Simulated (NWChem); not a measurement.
Molecule: SiHClF₂; SMILES [SiH](Cl)(F)F

```xyz
5

Si     0.3578     0.4400     0.0000
F     -0.2919     1.1192    -1.2881
F     -0.2919     1.1192     1.2881
Cl    -0.0976    -1.5516     0.0000
H      1.8126     0.6345     0.0000
```
Atoms are numbered in this order, from 1.

Program: NWChem. Pople sets run with spherical d functions. Coordinates come from a B3LYP/6-31G* (spherical d) optimisation. GIAO values for the isolated, static molecule; σ is the absolute isotropic shielding, δ = σ(reference) − σ with the isolated reference molecule computed at the same levels (19F: trichlorofluoromethane, 1H: tetramethylsilane, 29Si: tetramethylsilane).

| level | δ Si1 (ppm) | δ F2 (ppm) | σ Cl4 (ppm) | δ H5 (ppm) |
|---|---|---|---|---|
| B3LYP/6-31G* | -18.1 | -124.8 | 881.3 | 5.51 |
| LDA (Slater exchange, VWN5)/pcSseg-1 | -24.6 | -147.1 | 805.1 | 5.74 |
| PBE/pcSseg-1 | ? | ? | ? | 5.49 |

Question: Complete the blanks.

Answer: 
- PBE/pcSseg-1, δ Si1 (ppm): -32.0
- PBE/pcSseg-1, δ F2 (ppm): -150.1
- PBE/pcSseg-1, σ Cl4 (ppm): 829.3
